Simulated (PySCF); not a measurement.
Structure with atom numbers: `[CH3:1]/[CH:2]=[CH:3]\[O:4][SiH2:5][OH:6]`; H(Xn) means a hydrogen on atom n.

Geometry: PBE0-D3(BJ)/def2-SVP; GIAO shifts from PySCF 2.14.0 with density-fitted response routines, gas phase, non-relativistic, averaged over equivalent atoms.

At PBE0/cc-pVDZ (128 basis functions, 10 s wall time on 1 thread of an Intel Xeon 6975P-C, shared host):
| atoms | δ (ppm) |
| --- | --- |
| C3 | 139.1 |
| C2 | 106.3 |
| C1 | 11.5 |
| O4 | 139.2 |
| O6 | 55.6 |
| Si5 | -22.1 |
| H(C3) | 6.36 |
| H(Si5) | 4.73 |
| H(C2) | 4.50 |
| H(C1) | 1.64 |
| H(O6) | 1.33 |

Referencing at the same level of theory: $^{13}$C (196.75 ppm) and $^{29}$Si (418.61 ppm) and $^{1}$H (31.29 ppm) against TMS; $^{17}$O (343.34 ppm) vs H2O.

**Question.** What do these become at mPW1PW91/pcSseg-1?

**Answer.** 
```csv
atoms,δ at mPW1PW91/pcSseg-1,change
C3,146.9,+7.8
C2,112.2,+5.9
C1,11.4,-0.1
O4,144.0,+4.8
O6,58.3,+2.7
Si5,-26.4,-4.3
H(C3),6.40,+0.04
H(Si5),4.71,-0.02
H(C2),4.60,+0.10
H(C1),1.78,+0.14
H(O6),1.84,+0.51
```

Scale: $^{13}$C (183.54 ppm) and $^{29}$Si (350.83 ppm) and $^{1}$H (31.32 ppm) vs TMS; $^{17}$O (333.30 ppm) vs H2O (reference shieldings calculated alike).

The largest change is at C3 (alkene carbon bearing oxygen). Cost: 149 basis functions, 22 s wall time on 1 thread of an Arm Neoverse N1, shared host. The order of the carbon signals is the same at both levels.

Experimental scales use liquid or dissolved standards, which lie at an offset from isolated H2O (liquid H2O: subtract about 36 ppm).
